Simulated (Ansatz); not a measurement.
Total energies of Cu2O⁺ from Ansatz at PBE-D4/def2-TZVP, gas phase (1 Eh = 27.2114 eV = 2625.5 kJ/mol). The reference geometry is relaxed at r2SCAN-D4/def2-TZVP.

| atom | x (Å) | y (Å) | z (Å) |
| --- | --- | --- | --- |
| Cu1 | -1.1900 | 1.0607 | -0.3991 |
| Cu2 | 1.0234 | -1.0008 | 0.8070 |
| O3 | 0.1665 | -0.0599 | -0.4080 |

| state | geometry | energy (Eh) |
| --- | --- | --- |
| charge 1 doublet | reference | -3355.44386 |
| charge 0 singlet | reference | -3355.71715 |
| charge 1 quartet | relaxed at r2SCAN-D4/def2-TZVP | -3355.37189 |

Q: Work out the vertical electron affinity, to the singlet.

A: E(charge 1 doublet) − E(charge 0 singlet) = -3355.44386 − (-3355.71715) = 0.27329 Eh = 7.44 eV.

Q: Which of the charge 1 states is lowest, and how far above it are the others?

A: The doublet. quartet: -3355.37189 − (-3355.44386) = 0.07197 Eh = 189.0 kJ/mol.

The structure comes from a short search, and lower isomers may exist.
